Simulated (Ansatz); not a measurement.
Job for Ansatz (an electronic-structure program): R-CAM-B3LYP/def2-TZVPPD on CH3I (SMILES CI). Elements past Kr take the def2 small-core potentials; no spin–orbit coupling. Files ending in .json are basis or fitting sets from the Basis Set Exchange.

Ansatz 0.2 input:
```yaml
crystal:
  periodic: [false, false, false]
  atoms:
    - {symbol: C, position_ang: [0.99571342, 1.37718669, 3.44717716]}
    - {symbol: I, position_ang: [0.56930098, -0.64066480, 4.07290657]}
    - {symbol: H, position_ang: [1.54974837, 1.85361333, 4.24743593]}
    - {symbol: H, position_ang: [1.58195222, 1.31721112, 2.53784236]}
    - {symbol: H, position_ang: [0.04619171, 1.86872763, 3.27194455]}
basis:
  gaussian:
    orbitals: def2-TZVPPD.json
hamiltonian:
  xc: {name: CAM-B3LYP}
scf: {lower_state_search: off}
```

Program output:

```
WARN ansatz: RAYON_NUM_THREADS=1 ignored (pool sized by the plan → 1); use --threads N
Functional definition: CAM-B3LYP
these checks for a lower state are left out or cut short: stability, starts, cluster_reference, orbital_swaps, neighbouring_geometries, increment
integrals: 0.05 GiB planned
794 factors; their error is unknown
integrals: 0.09 GiB planned
248 factors; integrals over basis functions are off by at most 9.0e-5 eV
mean field: 0.58 GiB planned
mean field evaluation 1: about -9184.3305 eV, gradient 3.3e1 eV
mean field evaluation 2: about -9183.9482 eV, gradient 3.4e1 eV
mean field evaluation 4: about -9186.7363 eV, gradient 1.1e0 eV
mean field evaluation 8: about -9186.9043 eV, gradient 6.7e-1 eV
mean field evaluation 16: about -9186.9048 eV, gradient 4.5e-6 eV
mean field -9186.90480559 eV, -337.6125244978 hartree, gradient 5.4e-6 eV, S^2 0.000000; 0 other end points of the search recorded, 0 dependent functions left out
reference -9186.90490812 eV, -337.6125282655 hartree; 17, 17 occupied and 130, 130 virtual orbitals, 794 factors
Total energy: -9186.90490812 eV, -337.6125282655 hartree
Checks for a lower state left out: stability, starts, cluster_reference, orbital_swaps, neighbouring_geometries, increment
```

The run converged.

Cost: very roughly 2.8 core-seconds.
